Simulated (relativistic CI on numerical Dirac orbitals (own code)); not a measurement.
## Spin-allowed bands of a d3 ion in an octahedral site, by hand

Problem. Take Δ = 12450 cm⁻¹ and B = 640 cm⁻¹ for a d3 ion in an octahedral site. Calculate the three spin-allowed bands.

Working.
1. The terms of highest spin are 4F (energy 0) and 4P (15B = 9600 cm⁻¹). Here the F term splits into A2 at −1.2Δ = -14940, T2 at −0.2Δ = -2490 and T1 at +0.6Δ = 7470 cm⁻¹.
2. The two T1 states mix through the element 0.4Δ: H = [[7470, 4980], [4980, 9600]], with roots ½(H₁₁ + H₂₂) ∓ ½√[(H₂₂ − H₁₁)² + 4H₁₂²] = ½(17070) ∓ ½(10185) = 3442 and 13628 cm⁻¹.
3. The ground term is 4A2 at -14940 cm⁻¹.
4. Bands: 4T2 12450 cm⁻¹ (803 nm), 4T1(F) 18382 cm⁻¹ (544 nm), 4T1(P) 28568 cm⁻¹ (350 nm).

Check. Exact diagonalisation of the whole d3 shell with these parameters gives 4T2 12450, 4T1 18382, 4T1 28568 cm⁻¹. The match is exact, since without spin-orbit coupling no other term has this spin. The ratio of the second band to the first, 1.476, depends on Δ/B = 19.5 alone, which is how a Tanabe-Sugano diagram is read.
